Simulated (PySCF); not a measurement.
Computed IR spectrum (relative IR intensity) of a molecule C₅H₁₀O. The structure is a stationary point at PBE-D3(BJ)/def2-SVP. One conformer was computed; it need not be the lowest. Computed with PBE-D3(BJ)/def2-SVP in PySCF 2.14.0. Harmonic, unscaled wavenumbers; measured fundamentals usually lie a few per cent lower.

ν (cm⁻¹): 108 (m), 206 (s), 214 (w), 248 (vw), 503 (m), 690 (w), 850 (w), 857 (vw), 908 (w), 928 (w), 993 (w), 1014 (vw), 1032 (w), 1089 (s), 1171 (s), 1264 (w), 1318 (w), 1357 (vw), 1368 (w), 1409 (w), 1422 (w), 1449 (w), 2864 (vs), 2897 (vs), 2954 (m), 3030 (m), 3059 (m), 3062 (m), 3165 (w), 3741 (m) (against the strongest line: vs over 80 %, s over 45 %, m over 15 %, w over 4 %, vw less)

Problem. Pick the molecule that these values belong to.
A) C[C@H]1CCOC1
B) COCC1CC1
C) CC1(CO)CC1
D) C=COC(C)C

Solution. C, CC1(CO)CC1
